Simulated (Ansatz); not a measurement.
`BrC1BO1`. The species carries charge 0 and has multiplicity 1. Geometry: relaxed with PBE0-D4/def2-TZVP.

```xyz
6

Br   -1.309   -0.822    1.528
C    -0.557    0.136    0.049
B     0.927    0.160   -0.191
O     0.185   -0.689   -0.908
H    -1.310    0.764   -0.409
H     2.064    0.451   -0.069
```

Question: What is the dipole moment at ωB97M-V/def2-TZVPP? (An estimate is asked.)

Answer: Computed: 1.79 D, with components (0.80, 1.55, -0.43) D in this frame, pointing from negative to positive charge.

Question: And with PBE, r2SCAN, B3LYP? (Best estimate.)

Answer: Ansatz gave: PBE 1.61 D, r2SCAN 1.77 D, B3LYP 1.77 D.

Question: Give the Mulliken charges with ωB97M-V, PBE, B3LYP in def2-TZVPP. (Estimate.)

Answer: Ansatz gave: 
```tsv
atom	ωB97M-V	PBE	B3LYP
Br1	-0.06	-0.08	-0.08
C2	0.00	0.05	0.05
B3	0.02	0.01	0.04
O4	-0.22	-0.15	-0.22
H5	0.15	0.13	0.14
H6	0.11	0.04	0.07
```

B3LYP here is the variant with VWN-RPA as its local correlation; programs differ in this.
